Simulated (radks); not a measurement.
The numbers below are computed, except where a source is named.
Species: the lead ion Pb2+. Configuration: [Hg] (the NIST ground configuration).

Level of theory: scalar-relativistic Kohn-Sham, LDA (Slater exchange, Perdew-Wang correlation), spin-polarised, spherical densities, finite nucleus; Fermi nuclear charge, rms radius 5.5012 fm; hard spherical wall at 7 bohr (a radial shooting solver on a logarithmic mesh with Libxc functionals).

Energy parts (eV):
| part | energy |
|---|---|
| total | -567741.40 |
| kinetic | 641053.39 |
| electron-nucleus | -1415976.33 |
| Hartree | 217377.95 |
| exchange-correlation | -10196.40 |

Orbitals (lengths in bohr, moments of r in powers of bohr; <r^-3> diverges for s and p1/2; r(max) is where P^2 peaks):
| orbital | occ. | eigenvalue (eV) | r(max) | <r> | <r^4> | <r^-3> |
|---|---|---|---|---|---|---|
| 1s | 2 | -88022.04 | 0.009856 | 0.01607 | 3.545e-07 | - |
| 2s | 2 | -15760.58 | 0.05721 | 0.06766 | 0.00005115 | - |
| 2p | 6 | -13533.21 | 0.04762 | 0.06145 | 0.00004238 | 29530 |
| 3s | 2 | -3795.977 | 0.1613 | 0.1747 | 0.001836 | - |
| 3p | 6 | -3156.963 | 0.1614 | 0.1765 | 0.002046 | 6849 |
| 3d | 10 | -2502.285 | 0.1314 | 0.1600 | 0.001570 | 832.4 |
| 4s | 2 | -871.6847 | 0.3625 | 0.3846 | 0.04013 | - |
| 4p | 6 | -662.0893 | 0.3825 | 0.4103 | 0.05391 | 1687 |
| 4d | 10 | -418.9016 | 0.3884 | 0.4312 | 0.07246 | 181.2 |
| 5s | 2 | -161.2100 | 0.7881 | 0.8527 | 0.9560 | - |
| 4f | 14 | -150.2034 | 0.3492 | 0.4539 | 0.1190 | 36.73 |
| 5p | 6 | -102.8715 | 0.8808 | 0.9760 | 1.722 | 316.3 |
| 5d | 10 | -38.0768 | 1.072 | 1.294 | 6.404 | 21.53 |
| 6s | 2 | -27.8558 | 1.917 | 2.168 | 40.82 | - |
| 6p | 0 | -17.4595 | 2.395 | 2.719 | 99.06 | 32.99 |
| 7s | 0 | -7.5663 | 4.283 | 4.087 | 420.0 | - |
| 5f | 0 | -2.6154 | 3.726 | 3.738 | 312.5 | 0.1637 |

The highest occupied level is 6s at -27.856 eV. Summed over all electrons, <r^2> = 45.73 bohr^2, which gives a Langevin (diamagnetic) susceptibility term of -36.2 x 10^-6 cm^3/mol. The electron density at the nucleus is 2.943e+06 e/bohr^3 (large components only).
